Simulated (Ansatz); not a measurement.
Al, charge +1, singlet; PBE0/cc-pVDZ (Ansatz, a quantum-chemistry and plane-wave program).

Ansatz was given this input:
Ansatz 0.2 input:
```yaml
crystal:
  periodic: [false, false, false]
  atoms:
    - {symbol: Al, position_ang: [0.00000000, 0.00000000, 0.00000000]}
basis:
  gaussian:
    orbitals: cc-pVDZ
hamiltonian:
  xc: pbe0
total_charge: 1
```

### Question
Predict the main parts of the log of this Ansatz run.

### Answer

```
Functional definition: PBE0
98 factors; integrals over basis functions are off by at most 1.9e-4 eV
mean field evaluation 1: about -6585.7542 eV, gradient 1.9e0 eV
mean field evaluation 2: about -6585.7611 eV, gradient 2.8e-1 eV
mean field evaluation 4: about -6585.7607 eV, gradient 2.8e-1 eV
mean field evaluation 8: about -6585.7609 eV, gradient 9.0e-5 eV
mean field -6585.76085406 eV, -242.0222473978 hartree, gradient 9.0e-5 eV, S^2 0.000000; 0 other end points of the search recorded, 0 dependent functions left out
reference -6585.76087268 eV, -242.0222480819 hartree; 6, 6 occupied and 12, 12 virtual orbitals, 98 factors
Total energy: -6585.76087268 eV, -242.0222480819 hartree
```
